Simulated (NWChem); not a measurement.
Species: CaCl$_{2}$; SMILES [Cl][Ca][Cl]

Computed with NWChem. Pople sets run with spherical d functions. Structure relaxed at the PBE0-D3(BJ)/def2-TZVP level. Static field.

Task: Predict the results for B3LYP/6-31G*. Quantities: isotropic polarisability (bohr³); anisotropy (bohr³).

Result: 
```yaml
isotropic polarisability (bohr³): 38.2
anisotropy (bohr³): 24.3
```
